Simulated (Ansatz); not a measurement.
`[SiH3][O][Mg][N]([SiH3])[SiH3]` + `CO[Si]Cl` → `C[O][Mg][O][SiH3]` + `[SiH3]N([SiH3])[Si]Cl`  (redistribution)

Gas-phase electronic energies from Ansatz, PBE0-D4/def2-TZVP geometries. CCSD(T)/CBS adds triple-zeta CCSD(T) − MP2 to the extrapolated MP2 energy (def2 sets, frozen cores). DFT in def2-TZVPP. B3LYP here is the variant with VWN-RPA as its local correlation; programs differ in this. For Mg outer-core shells are correlated without core-valence functions, which leaves a few kJ/mol of doubt a bond. Each species was taken in one conformer, which may not be the lowest.

Problem. Is it downhill or uphill in electronic energy at CCSD(T)/CBS, and by how much? (Best estimate.)

Solution. Ansatz gave: Uphill: ΔE = +4.3 kcal/mol.

Problem. What do these levels give: LDA (SPW92), BLYP-D4, r2SCAN-D4, CAM-B3LYP-D4, ωB97X-V, ωB97M-V, PBE, B3LYP, BHLYP, CAM-B3LYP, MP2/def2-SVP, HF/def2-QZVPP? (An estimate is asked.)

Solution. Ansatz gave: LDA (SPW92) 3.1, BLYP-D4 3.5, r2SCAN-D4 4.1, CAM-B3LYP-D4 4.0, ωB97X-V 3.8, ωB97M-V 3.7, PBE 4.4, B3LYP 5.2, BHLYP 4.9, CAM-B3LYP 4.8, MP2/def2-SVP -1.1, HF/def2-QZVPP 5.8 kcal/mol.

Largest T1 diagnostic among the species: 0.014.

The D4 term adds −1.6 kcal/mol with B3LYP and −0.8 kcal/mol with PBE0; it sums over pairs of atoms, weighted by their polarisabilities, and B3LYP, whose exchange is more repulsive, gets the larger term. Leaving LDA and LC-ωPBE aside and taking each functional with its dispersion term where it has one, the values, not all of them listed here, spread over 2.3 kcal/mol, from revPBE-D4 to B97M-V. LDA lies −1.3 kcal/mol from PBE without D4. At CCSD(T), def2-SVP lies −4.8 kcal/mol from the extrapolated value and def2-TZVPP −0.1 kcal/mol.
